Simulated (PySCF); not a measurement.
## 31P chemical shifts

- geometry: GFN2-xTB
- GIAO PBE0/pcSseg-1 shieldings
- run in PySCF 2.14
- fast rotation and ring inversion assumed for equivalent nuclei, one conformer, gas phase, non-relativistic Hamiltonian

Shieldings were converted by a linear fit to measured shifts: 31P (scatter 18.1 ppm rms vs H3PO4, solution or neat liquid). Occasional misses reach two or three times the rms, and more in compound classes unlike the fitted ones.

**Question.** Give the 31P shifts of `[SiH3]N=[P@]12CC[C@H](CC1)C2`, `CC(=O)[P@](C)(=O)CCCO`.

**Answer.** 
```tsv
compound	environment	δ (ppm)
[SiH3]N=[P@]12CC[C@H](CC1)C2	phosphorus bonded to 3 C, N, in a 5-membered ring	23.4
CC(=O)[P@](C)(=O)CCCO	phosphorus bonded to 3 C, O	23.6
```

**Question.** Order these by 31P shift, lowest first.
A. CC(=O)c1occ(Cl)p1
B. COCP1(=O)CCOCC1
C. O=Cc1cocp1

**Answer.** B (13.2 ppm, phosphorus bonded to 3 C, O, in a 6-membered ring), C (125.0 ppm, phosphorus bonded to 2 C, in a 5-membered ring), A (158.4 ppm, phosphorus bonded to 2 C, in a 5-membered ring).
